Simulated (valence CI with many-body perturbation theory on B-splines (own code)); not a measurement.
**A CI+MBPT run for Tm47+**

Calculated by valence CI with perturbative core correlation (CI+MBPT): four valence electrons over a frozen Dirac-Fock core [Ar], a basis of 5 s, 5 p, 4 d, 4 f functions for each j, with the one-electron correlation potential Σ1 (screened to all orders), the two-electron term Σ2, the three-electron term Σ3, Breit, model QED; selected single and double excitations, second order for the rest, scaled by the run's own slope (own B-spline code, finite nucleus).

Command, and the settings that its task file holds:

```sh
python run_cv.py task.json out
```

```
atom Tm  Z=69  mass_number=169  rms_radius_fm=5.2256
core [Ar]
valence 3d4
avg = 1
basis = S
breit = 1
cap = 20000
capref = 1200
cscale = 1
de = 0.0
dress = 0
eps = 2e-08
extrap = 1
h = 0.27
hh = 1
l2 = 3
lcore = 6
maxit = 60
n2 = 5
natural = 1
nlev = 30
nno = [2, 2, 2, 2, 0]
nroot = 26
nsp = [3, 3, 2, 2, 0]
pt2 = 1
qed = 1
rpa = 1
s1 = 1
s2 = 1
s3 = 1
screen = 1
tol = 2e-05
whole = 1
```

It took 16 s on 1 thread of Arm Neoverse V1, on a shared host.

Log. The first blocks belong to the next ion, which gives the ionisation energy. Fields: 2J, parity (1 odd), roots, reference size, generating configurations, candidates as configurations/state functions, variational space P, stored matrix elements, Davidson steps; e2 is the range of second-order energies in hartree. The first line gives the box (bohr), its intervals, the orbitals and the steps of their self-consistent field. Window is the range of levels sought, series limit the energy at which the first omitted orbital would enter, core excitation an estimate of the first excitation out of the core, left out the lowest levels not solved, and shifts from estimates the range by which levels moved from their first estimate, all in cm⁻¹.

```
rmax 2.4 intervals 56 orbitals 31 references ['3d4', '3d3 4s', '3d3 4p'] scf 3 t 0.8
2J=3 par=0 roots 2 ref 27 generators 3 cand 485/1164 P 420/1015 nnz 0 it 0
2J=3 par=0 roots 2 ref 27 generators 4 cand 81/176 P 459/1121 nnz 0 it 0
   second order: generators 6 cand 279/599 e2 -0.00000 -0.00000
reference levels 556, estimated 34, window 1501091 1/cm; series limit 21966832, core excitation 2203373
2J=0 par=0 roots 5 ref 17 generators 4 cand 59/86 P 682/1220 nnz 0 it 0
2J=0 par=0 roots 5 ref 17 generators 4 cand 34/43 P 697/1244 nnz 0 it 0
   second order: generators 8 cand 1130/2613 e2 -0.00001 -0.00000
2J=2 par=0 roots 4 ref 36 generators 3 cand 201/711 P 659/3031 nnz 2.2e+06 it 3
2J=2 par=0 roots 4 ref 36 generators 3 cand 79/216 P 690/3141 nnz 2.3e+06 it 3
   second order: generators 4 cand 522/3569 e2 -0.00000 -0.00000
2J=8 par=0 roots 7 ref 42 generators 4 cand 392/1824 P 645/3997 nnz 3.9e+06 it 4
2J=8 par=0 roots 7 ref 42 generators 4 cand 76/368 P 715/4343 nnz 4.6e+06 it 4
   second order: generators 6 cand 921/8664 e2 -0.00001 -0.00000
2J=4 par=0 roots 8 ref 51 generators 4 cand 399/2092 P 632/3993 nnz 3.7e+06 it 4
2J=4 par=0 roots 8 ref 51 generators 4 cand 127/650 P 752/4611 nnz 4.9e+06 it 4
   second order: generators 6 cand 481/4969 e2 -0.00000 -0.00000
2J=6 par=0 roots 6 ref 49 generators 3 cand 422/2300 P 550/3995 nnz 4e+06 it 4
2J=6 par=0 roots 6 ref 49 generators 3 cand 183/845 P 683/4740 nnz 5.5e+06 it 4
   second order: generators 4 cand 524/5555 e2 -0.00000 -0.00000
2J=10 par=0 roots 2 ref 25 generators 2 cand 236/725 P 517/3007 nnz 2.4e+06 it 4
2J=10 par=0 roots 2 ref 25 generators 2 cand 131/241 P 545/3107 nnz 2.6e+06 it 4
   second order: generators 2 cand 103/141 e2 -0.00000 -0.00000
2J=12 par=0 roots 2 ref 14 generators 2 cand 84/215 P 512/2077 nnz 0 it 3
2J=12 par=0 roots 2 ref 14 generators 2 cand 38/80 P 540/2139 nnz 0 it 4
   second order: generators 2 cand 10/18 e2 -0.00000 -0.00000
left out: unestimated 13165916, estimated none, shifts from estimates -123 to 5
operators 1.0
```

The Davidson iterations converged.

No measured spectrum was set against this ion. As an estimate, large intervals hold to a few tenths of a per cent, small ones and those within an open d or f shell to about a per cent. Only levels of the ground parity were solved; by the run's estimate the other parity begins above the list, which can be wrong where configurations are misplaced.

* Valence energy: -627.4219 hartree
* Ionisation energy: 4075.9 eV (NIST: 4075 ± 4 eV (theoretical))
* Reference configurations for the orbitals: 3d4, 3d3 4s, 3d3 4p
* Radial orbitals: 31
* Box radius: 2.388 bohr
* Largest variational space: 4740
* Lowest levels: (3d3/2^4) J=0 0, (3d3/2^3 3d5/2) J=1 355120, (3d3/2^3 3d5/2) J=4 445430, (3d3/2^3 3d5/2) J=2 461210, (3d3/2^3 3d5/2) J=3 488320, (3d3/2^2 3d5/2^2) J=0 [a] 775360, (3d3/2^2 3d5/2^2) J=2 [a] 785430, (3d3/2^2 3d5/2^2) J=4 [a] 797030, (3d3/2^2 3d5/2^2) J=3 [a] 811910, (3d3/2^2 3d5/2^2) J=5 841860, (3d3/2^2 3d5/2^2) J=6 863780, (3d3/2^2 3d5/2^2) J=1 874880, (3d3/2^2 3d5/2^2) J=3 [b] 903620, (3d3/2^2 3d5/2^2) J=4 [b] 903960 cm⁻¹

Levels are named by their leading jj configuration (3d3/2^4 stands for four electrons in 3d with j = 3/2), which in mixed levels can hold well under half, so a name can repeat and another be missing. Letters in brackets count levels of one name in rising energy.
